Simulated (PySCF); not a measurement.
Isomers of C5H11FSi3.

All values: PBE0/pcSseg-1 (PySCF) at GFN2-xTB geometries, gas phase, one conformer each.

**Question.** Rank by HOMO–LUMO gap, highest first.
A. `[CH:1]#[C:2][CH2:3][SiH2:4][Si:5]1([F:6])[CH2:7][SiH2:8][CH2:9]1` with C2–C3–Si4–Si5 -59°, C3–Si4–Si5–F6 -62°
B. `[CH:1]#[C:2][SiH2:3][CH2:4][Si:5]1([F:6])[CH2:7][SiH2:8][CH2:9]1` with C2–Si3–C4–Si5 178°, Si3–C4–Si5–F6 -57°
C. `[CH:1]#[C:2][C@@H:3]1[CH2:4][SiH2:5][SiH2:6][C@@H:7]([F:8])[SiH2:9]1` with C2–C3–C4–Si5 168°, C3–C4–Si5–Si6 58°, C4–Si5–Si6–C7 -43°, Si5–Si6–C7–F8 -74°
D. `[CH:1]#[C:2][CH2:3][CH2:4][Si@:5]1([F:6])[CH2:7][SiH2:8][SiH2:9]1` with C2–C3–C4–Si5 -61°, C3–C4–Si5–F6 -61°

**Answer.** B (7.80 eV), C (7.21 eV), A (6.85 eV), D (6.40 eV).

All values together:

| SMILES | μ (D) | HOMO (eV) | LUMO (eV) | lowest IAO charge (e) | highest IAO charge (e) | lowest Hirshfeld charge (e) | highest Hirshfeld charge (e) |
| --- | --- | --- | --- | --- | --- | --- | --- |
| C#C[SiH2]C[Si]1(F)C[SiH2]C1 | 1.96 | -7.86 | -0.05 | -0.870 (C) | +1.326 (Si) | -0.265 (C) | +0.459 (Si) |
| C#CCC[Si@]1(F)C[SiH2][SiH2]1 | 1.71 | -7.43 | -1.03 | -0.842 (C) | +1.077 (Si) | -0.261 (C) | +0.375 (Si) |
| C#C[C@@H]1C[SiH2][SiH2][C@@H](F)[SiH2]1 | 1.51 | -7.49 | -0.28 | -0.506 (C) | +0.760 (Si) | -0.149 (C) | +0.334 (Si) |
| C#CC[SiH2][Si]1(F)C[SiH2]C1 | 1.34 | -7.45 | -0.60 | -0.850 (C) | +1.062 (Si) | -0.263 (C) | +0.375 (Si) |

Conformers: `[CH:1]#[C:2][SiH2:3][CH2:4][Si:5]1([F:6])[CH2:7][SiH2:8][CH2:9]1` with C2–Si3–C4–Si5 178°, Si3–C4–Si5–F6 -57°; `[CH:1]#[C:2][CH2:3][CH2:4][Si@:5]1([F:6])[CH2:7][SiH2:8][SiH2:9]1` with C2–C3–C4–Si5 -61°, C3–C4–Si5–F6 -61°; `[CH:1]#[C:2][C@@H:3]1[CH2:4][SiH2:5][SiH2:6][C@@H:7]([F:8])[SiH2:9]1` with C2–C3–C4–Si5 168°, C3–C4–Si5–Si6 58°, C4–Si5–Si6–C7 -43°, Si5–Si6–C7–F8 -74°; `[CH:1]#[C:2][CH2:3][SiH2:4][Si:5]1([F:6])[CH2:7][SiH2:8][CH2:9]1` with C2–C3–Si4–Si5 -59°, C3–Si4–Si5–F6 -62°.
